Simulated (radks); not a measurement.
Polarisability of the manganese ion Mn6+, [Ar] 3d1, at imaginary frequency. All-electron calculation, scalar-relativistic Kohn-Sham, LB94 model potential, spin-polarised, spherical densities, finite nucleus; open shells are filled with parallel spins first; Fermi nuclear charge, rms radius 3.7057 fm. Program: a radial shooting solver on a logarithmic mesh with Libxc functionals. Response by self-consistent Sternheimer equations with the Hartree and adiabatic LDA kernel, the relativistic mass of each level held fixed and spin-orbit coupling left out.

w (hartree),alpha1(iw) (bohr^3)
0.00266,0.7493
0.0143,0.7492
0.0360,0.7491
0.0697,0.7487
0.118,0.7477
0.186,0.7453
0.280,0.7403
0.413,0.7301
0.605,0.7096
0.892,0.6688
1.35,0.5912
2.12,0.4589
3.59,0.2819
6.94,0.1206
17.5,0.02976

Static values: alpha1 = 0.7493 bohr^3 (0.1110 angstrom^3; uncoupled 1.131). C6 = 1.170, triple-dipole C9 = 0.6346 atomic units. One-pole (London) frequency 4 C6 / (3 alpha1^2) = 2.778 hartree, against 4.355 for minus the highest occupied eigenvalue.
